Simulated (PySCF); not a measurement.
**C₆ coefficients of unlike pairs at UHF**

Calculated with PySCF 2.14 from the dipole response of each species, C₆(A,B) = (3/π) ∫ α_A(iu) α_B(iu) du, in atomic units, from isotropic polarisabilities. For ions this is the dispersion term alone; charge-induced terms of lower order in 1/R come first.

| species | configuration | basis | relativity | α (bohr³) | C₆ (like pair) |
| --- | --- | --- | --- | --- | --- |
| Bi | [Xe] 4f14 5d10 6s2 6p3 (4S) | def2-TZVPPD with the def2 core potential (60 electrons) (7s5p4d2f) | core potential | 50.00 | 605.6 |
| Li | [He] 2s1 (2S) | aug-cc-pCVDZ (5s4p2d) | none | 168.8 | 1459 |
| P+ | [Ne] 3s2 3p2 (3P) | dyall-av3z (19s12p3d2f) | spin-free X2C | 14.36 | 74.26 |
| Co+ | [Ar] 3d8 (3F) | aug-cc-pVDZ (7s6p4d2f) | none | 6.263 | 20.44 |

(1) Estimate C₆ for Li with Bi.

No spin-orbit coupling is included, so Bi, close to jj coupling, stand for model states.

The other pairs:

| pair | C₆ |
| --- | --- |
| Co+, P+ | 37.01 |
| P+, Li | 218.1 |
| Co+, Li | 96.73 |
| Co+, Bi | 103.5 |
| P+, Bi | 209.4 |

Results:

(1) The integral gives 706.8. The combination rule 2 C_A C_B / (C_A α_B/α_A + C_B α_A/α_B) gives 713.4 and the geometric mean 939.9.
